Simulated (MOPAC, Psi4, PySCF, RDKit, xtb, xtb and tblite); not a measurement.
Two geometries of SMILES COCC(=O)OC, relaxed at GFN2-xTB with one dihedral held; other torsions can differ between them too.

Structure A

```
15

C      2.4075    -0.4661    -0.2826
O      1.5377    -0.4730     0.8222
C      0.1733    -0.3760     0.4992
C     -0.6667    -1.3732     1.2907
O     -1.8380    -1.2204     1.5185
O      0.0384    -2.4339     1.6628
C     -0.6588    -3.4187     2.4140
H      3.4126    -0.5558     0.1243
H      2.3300     0.4687    -0.8511
H      2.2125    -1.3105    -0.9539
H     -0.0062    -0.5892    -0.5636
H     -0.2092     0.6325     0.7102
H     -1.4738    -3.8404     1.8218
H      0.0716    -4.1843     2.6616
H     -1.0767    -2.9775     3.3207
```

Structure B

```
15

C     -2.5314     0.5454     0.0724
O     -1.8994    -0.5065     0.7713
C     -0.6513    -0.9343     0.2854
C      0.2183     0.0994    -0.4129
O      0.2711     1.2761    -0.1781
O      0.9720    -0.5040    -1.3403
C      1.8907     0.3294    -2.0385
H     -3.5299     0.6147     0.4999
H     -2.0096     1.4953     0.2067
H     -2.6100     0.3235    -0.9986
H     -0.0934    -1.3047     1.1528
H     -0.7846    -1.7699    -0.4203
H      1.3523     1.0693    -2.6338
H      2.4695    -0.3295    -2.6800
H      2.5400     0.8507    -1.3329
```

### Question
Which is lower in energy at the level B3LYP-D3(BJ)/def2-SVP // GFN2-xTB (Psi4 1.11), and by how much?

### Answer
A is lower, by 0.51 kcal/mol (dihedral C1–O2–C3–C4: 135° in A, 30° in B).

E(B) − E(A) in kcal/mol at the other levels, on the same two geometries: GFN2-xTB (xtb and tblite) -0.07; MMFF94 // GFN2-xTB (RDKit) -0.01; B3LYP/def2-SVP // GFN2-xTB (Psi4) 1.09; PBE/def2-SVP // GFN2-xTB (Psi4) 0.65; PBE-D3(BJ)/def2-SVP // GFN2-xTB (Psi4) 0.31; UFF // GFN2-xTB (RDKit) 10.07; AM1, restricted, heats of formation // GFN2-xTB (MOPAC) -0.62; PM7, restricted, heats of formation // GFN2-xTB (MOPAC) -1.19; GFN1-xTB // GFN2-xTB (xtb) -1.13; restricted B3LYP/6-31G*, spherical d, density fitting // GFN2-xTB (PySCF) 1.10; restricted BP86/6-31G*, spherical d, density fitting // GFN2-xTB (PySCF) 0.82; restricted Hartree-Fock/STO-3G // GFN2-xTB (PySCF) 0.56; restricted Hartree-Fock/3-21G // GFN2-xTB (PySCF) -1.33.
